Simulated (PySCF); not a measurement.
# Ionisation energy of Be⁺ by level of theory

Be⁺ [He] 2s1 (2S) → Be²⁺ 1s2 (1S), as a difference of total energies. All numbers are calculated (PySCF 2.14, no relativity, point nucleus, in aug-cc-pCVTZ (7s6p4d2f, 59 functions)). Correlated levels: valence and next inner shell: nothing frozen. The calculations carry no spin-orbit coupling.

| method | ionisation energy (eV) |
| --- | --- |
| UHF | 18.127 |
| MP2 (valence and next inner shell) | 18.184 |
| SCS-MP2 (valence and next inner shell) | 18.178 |
| CCSD (valence and next inner shell) | 18.191 |
| CCSD(T) (valence and next inner shell) | 18.192 |

Q: How much does correlation contribute at CCSD(T) (valence and next inner shell)?

A: 18.192 − (18.127) = 0.065 eV, measured against UHF.

Errors of the correlated levels include the incompleteness of this basis.

For comparison: 18.211 eV (measured; NIST Atomic Spectra Database, ionization energies).
